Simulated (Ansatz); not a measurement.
A run for Ansatz (an electronic-structure program): R-BLYP/def2-TZVPP on H2O (SMILES O).

Ansatz 0.2 input:
```yaml
crystal:
  periodic: [false, false, false]
  atoms:
    - {symbol: O, position_ang: [-0.00000000, 0.00000000, 0.38961139]}
    - {symbol: H, position_ang: [0.00000000, 0.76498632, -0.19485569]}
    - {symbol: H, position_ang: [0.00000000, -0.76498632, -0.19485569]}
basis:
  gaussian:
    orbitals: def2-TZVPP
hamiltonian:
  xc: {name: BLYP}
scf: {lower_state_search: off}
```

Task: Predict the final total energy.

Result: -76.4489 hartree.
